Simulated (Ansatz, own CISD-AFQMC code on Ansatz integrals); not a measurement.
CH6Si2, SMILES `[SiH2]=C[SiH3]` (charge 0, multiplicity 1).

Cartesian coordinates (Å):
SMILES: [SiH2]=C[SiH3]
```xyz
9

Si    -1.6476    -0.1045    -0.7679
C     -0.0189    -0.5959    -0.7557
Si     1.2800     0.2778     0.2085
H     -2.7119    -0.7897    -1.5359
H     -2.1177     1.0653     0.0037
H      0.2624    -1.4653    -1.3455
H      2.3647     0.8017    -0.6686
H      0.6644     1.4260     0.9299
H      1.9246    -0.6155     1.2120
```
Charge 0, multiplicity 1.

Frozen-core correlation energies in cc-pVDZ at a geometry from PBE0-D3(BJ)/def2-TZVP, on an HF energy of -619.16171 Ha (<S^2> = 0.00, restricted and unstable towards unrestricted orbitals). Wave-function levels are from Ansatz, the walk from an own CISD-AFQMC code on Ansatz integrals (time step 0.005/Ha, trial state from CCSD amplitudes, largest double 0.12).

| level | correlation energy (mHa) |
|---|---|
| MP2 | -342.9 |
| CCSD | -394.0 |
| CCSD(T) | -407.4 |

Task: What correlation energy does phaseless AFQMC give, and where does it lie among these levels?

Result: -409.4 ± 0.4 mHa (one standard error). AFQMC minus each level: MP2 -66.5 mHa, CCSD -15.4 mHa, CCSD(T) -2.0 mHa.
